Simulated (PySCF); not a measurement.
hydrogen sulfide (H₂S), SMILES S. Atoms are numbered in the order given.

```xyz
3

S      0.0000     0.0000     0.1031
H      0.0000    -0.9703    -0.8249
H      0.0000     0.9703    -0.8249
```
Charge 0, spin multiplicity 1.

The structure is a stationary point at B3LYP-D3(BJ)/def2-TZVP.

Two levels are set side by side: PBE/pcSseg-2 (PySCF) and HF/pcSseg-2 (PySCF). GIAO shifts against H2S (³³S), TMS (¹H) at the same level; non-relativistic, no solvent, atoms listed together averaged. Differences are taken from unrounded values.

| quantity | HF |
|---|---|
| δ(³³S) of S1 (ppm) | 0.0 |
| δ(¹H) of H2, H3 (ppm) | 1.57 |

Q: What does PBE give, and how far is it from HF? (An estimate is asked for; the answer gives what the named calculation found.)

A: 
```tsv
quantity	PBE	PBE minus HF
δ(³³S) of S1 (ppm)	0.0	0.0
δ(¹H) of H2, H3 (ppm)	0.84	-0.73
```

Rough cost on one machine, each run with all the roots and properties that it gave: HF against PBE within a factor of 2.
